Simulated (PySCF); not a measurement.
## Atomic charges against the basis set

CH3FOSi.
SMILES with atom numbers: `[O:1]=[CH:2][SiH2:3][F:4]` (hydrogens: H5 on C2; H6, H7 on Si3)

PBE0 throughout (PySCF), one geometry, spherical d and f functions. One conformer (not necessarily the lowest) at the PBE0-D3(BJ)/def2-SVP geometry, without solvent, vibrations or thermal averaging. Atoms taken as equivalent share a column and are averaged.

Mulliken charges (e):

| basis | functions | O1 | C2 | Si3 | F4 | H5 | H6/H7 |
| --- | --- | --- | --- | --- | --- | --- | --- |
| STO-3G | 27 | -0.177 | -0.074 | +0.673 | -0.242 | +0.055 | -0.117 |
| 6-31G | 46 | -0.336 | -0.101 | +0.938 | -0.468 | +0.171 | -0.102 |
| pcSseg-0 | 46 | -0.419 | -0.264 | +1.077 | -0.498 | +0.233 | -0.064 |
| 6-31G* | 66 | -0.336 | -0.003 | +0.737 | -0.412 | +0.155 | -0.071 |
| def2-SVP | 75 | -0.217 | -0.044 | +0.702 | -0.354 | +0.055 | -0.071 |
| cc-pVDZ | 75 | -0.192 | +0.010 | +0.584 | -0.327 | +0.035 | -0.055 |
| pcSseg-1 | 90 | -0.330 | -0.056 | +0.894 | -0.432 | +0.117 | -0.097 |
| aug-cc-pVDZ | 123 | -0.435 | +0.332 | +0.501 | -0.622 | -0.135 | +0.179 |
| 6-311+G(2d,p) | 134 | -0.292 | -0.049 | +0.796 | -0.479 | +0.111 | -0.044 |
| def2-TZVP | 148 | -0.240 | +0.001 | +0.498 | -0.330 | +0.096 | -0.012 |
| cc-pVTZ | 166 | -0.234 | +0.048 | +0.500 | -0.295 | +0.053 | -0.036 |
| IGLO-III | 179 | -0.366 | +0.045 | +1.051 | -0.494 | +0.077 | -0.156 |

IAO charges (e):

| basis | functions | O1 | C2 | Si3 | F4 | H5 | H6/H7 |
| --- | --- | --- | --- | --- | --- | --- | --- |
| STO-3G | 27 | -0.170 | -0.162 | +0.856 | -0.365 | +0.089 | -0.124 |
| 6-31G | 46 | -0.316 | -0.037 | +0.891 | -0.502 | +0.125 | -0.080 |
| pcSseg-0 | 46 | -0.303 | -0.051 | +0.890 | -0.489 | +0.118 | -0.083 |
| 6-31G* | 66 | -0.342 | -0.015 | +1.021 | -0.523 | +0.103 | -0.122 |
| def2-SVP | 75 | -0.335 | -0.015 | +1.018 | -0.521 | +0.100 | -0.123 |
| cc-pVDZ | 75 | -0.334 | -0.013 | +1.002 | -0.522 | +0.102 | -0.117 |
| pcSseg-1 | 90 | -0.348 | -0.014 | +1.031 | -0.532 | +0.106 | -0.121 |
| aug-cc-pVDZ | 123 | -0.357 | -0.002 | +1.011 | -0.536 | +0.109 | -0.113 |
| 6-311+G(2d,p) | 134 | -0.359 | -0.009 | +1.041 | -0.540 | +0.110 | -0.121 |
| def2-TZVP | 148 | -0.357 | -0.011 | +1.054 | -0.542 | +0.108 | -0.126 |
| cc-pVTZ | 166 | -0.353 | -0.011 | +1.040 | -0.538 | +0.107 | -0.122 |
| IGLO-III | 179 | -0.360 | -0.011 | +1.050 | -0.542 | +0.109 | -0.124 |

Hirshfeld charges (e):

```csv
basis,functions,O1,C2,Si3,F4,H5,H6/H7
STO-3G,27,-0.134,+0.010,+0.442,-0.162,+0.005,-0.081
6-31G,46,-0.194,+0.052,+0.431,-0.237,+0.051,-0.052
pcSseg-0,46,-0.190,+0.044,+0.458,-0.229,+0.039,-0.061
6-31G*,66,-0.195,+0.056,+0.414,-0.204,+0.046,-0.059
def2-SVP,75,-0.192,+0.052,+0.429,-0.200,+0.039,-0.064
cc-pVDZ,75,-0.182,+0.048,+0.419,-0.197,+0.040,-0.063
pcSseg-1,90,-0.201,+0.052,+0.436,-0.209,+0.045,-0.061
aug-cc-pVDZ,123,-0.202,+0.046,+0.438,-0.214,+0.049,-0.058
"6-311+G(2d,p)",134,-0.204,+0.048,+0.442,-0.216,+0.049,-0.059
def2-TZVP,148,-0.200,+0.048,+0.431,-0.205,+0.046,-0.060
cc-pVTZ,166,-0.196,+0.048,+0.426,-0.202,+0.045,-0.060
IGLO-III,179,-0.204,+0.048,+0.428,-0.205,+0.047,-0.057
```

ESP-fitted charges (e):

| basis | functions | O1 | C2 | Si3 | F4 | H5 | H6/H7 |
| --- | --- | --- | --- | --- | --- | --- | --- |
| STO-3G | 27 | -0.260 | +0.182 | +0.439 | -0.193 | -0.006 | -0.081 |
| 6-31G | 46 | -0.422 | +0.316 | +0.582 | -0.371 | +0.036 | -0.070 |
| pcSseg-0 | 46 | -0.408 | +0.239 | +0.689 | -0.362 | +0.051 | -0.104 |
| 6-31G* | 66 | -0.366 | +0.279 | +0.435 | -0.255 | +0.026 | -0.060 |
| def2-SVP | 75 | -0.372 | +0.281 | +0.486 | -0.275 | +0.021 | -0.071 |
| cc-pVDZ | 75 | -0.352 | +0.261 | +0.465 | -0.271 | +0.026 | -0.064 |
| pcSseg-1 | 90 | -0.398 | +0.286 | +0.547 | -0.301 | +0.030 | -0.082 |
| aug-cc-pVDZ | 123 | -0.396 | +0.311 | +0.417 | -0.269 | +0.031 | -0.047 |
| 6-311+G(2d,p) | 134 | -0.395 | +0.288 | +0.457 | -0.281 | +0.040 | -0.055 |
| def2-TZVP | 148 | -0.384 | +0.284 | +0.450 | -0.267 | +0.034 | -0.059 |
| cc-pVTZ | 166 | -0.373 | +0.271 | +0.452 | -0.262 | +0.035 | -0.061 |
| IGLO-III | 179 | -0.389 | +0.295 | +0.422 | -0.261 | +0.034 | -0.051 |

Problem. Which scheme is steadiest as the basis changes?

Solution. Largest range over the bases for any column: Hirshfeld 0.07 e, IAO 0.20 e, ESP-fitted 0.27 e, Mulliken 0.60 e. Hirshfeld charges move least and Mulliken charges most, counted in e. Without the minimal STO-3G basis the ranges are Hirshfeld 0.04, IAO 0.16, ESP-fitted 0.27, Mulliken 0.60 e.

Problem. How much do the charges still move between the two largest bases, cc-pVTZ and IGLO-III?

Solution. At most, over all atoms: Mulliken 0.551 e, IAO 0.011 e, Hirshfeld 0.008 e, ESP-fitted 0.030 e.

Problem. What do the same runs give for the total energy, the frontier levels and the dipole moment?

Solution. 
```tsv
basis	energy (Eh)	HOMO (eV)	LUMO (eV)	μ (D)
STO-3G	-497.8055	-3.73	2.34	0.79
6-31G	-504.0134	-7.41	-1.81	0.41
pcSseg-0	-503.2781	-7.50	-1.91	0.75
6-31G*	-504.1200	-7.20	-1.60	0.76
def2-SVP	-503.8860	-7.32	-1.79	0.73
cc-pVDZ	-504.1472	-7.20	-1.68	0.61
pcSseg-1	-504.1179	-7.43	-1.92	0.80
aug-cc-pVDZ	-504.1719	-7.48	-2.07	0.78
6-311+G(2d,p)	-504.2283	-7.52	-2.11	0.79
def2-TZVP	-504.2527	-7.45	-2.01	0.82
cc-pVTZ	-504.2407	-7.39	-1.93	0.81
IGLO-III	-504.2560	-7.48	-2.07	0.84
```

The dipole is fixed by the density alone, so its range of 0.43 D shows that the density itself changes with the basis, not only its division among atoms.
